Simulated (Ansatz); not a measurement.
Consider the ligand exchange at the In–Br bond: `[OH][InH][Br]` + `N[SiH3]` → `[OH][InH][NH][SiH3]` + HBr.

Program: Ansatz. Geometries: PBE0-D4/def2-TZVP. ΔE: electronic, gas phase. CBS: MP2 limit from def2 TZ/QZ plus the TZ coupled-cluster correction, frozen cores. This one scheme is used for every species. DFT in def2-TZVPP. def2 core potentials past Kr. For Br, In outer-core shells are correlated without core-valence functions, which leaves a few kJ/mol of doubt a bond. Scalar relativity is left out up to krypton. Each species was taken in one conformer, which may not be the lowest.

```tsv
species	PBE-QIDH energy (Eh)
`[OH][InH][Br]`	-2839.91397
`N[SiH3]`	-347.01932
`[OH][InH][NH][SiH3]`	-612.73972
HBr	-2574.15055
```

Problem. Work out ΔE.

Solution. ΔE = (-612.73972) + (-2574.15055) − (-2839.91397) − (-347.01932) = 0.04302 Eh = +1.17 eV. CCSD(T)/CBS gives +1.08 eV.

Largest T1 diagnostic among the species: 0.015.

The D4 term adds −0.05 eV with B3LYP and −0.03 eV with PBE0; it sums over pairs of atoms, weighted by their polarisabilities, and B3LYP, whose exchange is more repulsive, gets the larger term. At CCSD(T), def2-SVP lies −0.04 eV from the extrapolated value and def2-TZVPP −0.04 eV.

B3LYP here is the variant with VWN-RPA as its local correlation; programs differ in this.
